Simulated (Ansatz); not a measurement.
Cartesian coordinates (Å):
SMILES: [SiH3]c1ccc2c(Cl)cccc2c1
```xyz
21

Si    -3.6618    -0.1593    -0.2396
C     -1.8174     0.1725    -0.1173
C     -1.3186     1.5044    -0.0764
C      0.0270     1.7632     0.0127
C      0.9661     0.7030     0.0673
C      2.3720     0.9023     0.1600
Cl     3.0060     2.5156     0.2111
C      3.2489    -0.1569     0.2106
C      2.7589    -1.4794     0.1706
C      1.4090    -1.7197     0.0812
C      0.4883    -0.6434     0.0280
C     -0.9099    -0.8676    -0.0647
H     -4.2276     0.4497    -1.4831
H     -4.3847     0.4346     0.9274
H     -3.8925    -1.6350    -0.2638
H     -2.0158     2.3465    -0.1167
H      0.3945     2.7901     0.0430
H      4.3202     0.0374     0.2816
H      3.4670    -2.3101     0.2116
H      1.0263    -2.7426     0.0499
H     -1.2556    -1.9055    -0.0934
```
Charge 0, spin multiplicity 1.

Level of theory: frozen-core CCSD(T)/cc-pVDZ // PBE0-D4/def2-SVP in Ansatz (an electronic-structure program). The restricted HF reference is unstable towards unrestricted orbitals.

| Item | Result |
|---|---|
| HF energy | -1132.39243 Ha |
| MP2 correlation energy | -1.53495 Ha |

### Question
Estimate the CCSD correlation energy, the (T) correction, the total energy and the T1 diagnostic.

### Answer

```json
{
 "CCSD correlation energy": "-1.60366 Ha",
 "(T) correction": "-0.07287 Ha",
 "CCSD(T) total energy": "-1134.06896 Ha",
 "T1 diagnostic": "0.011"
}
```
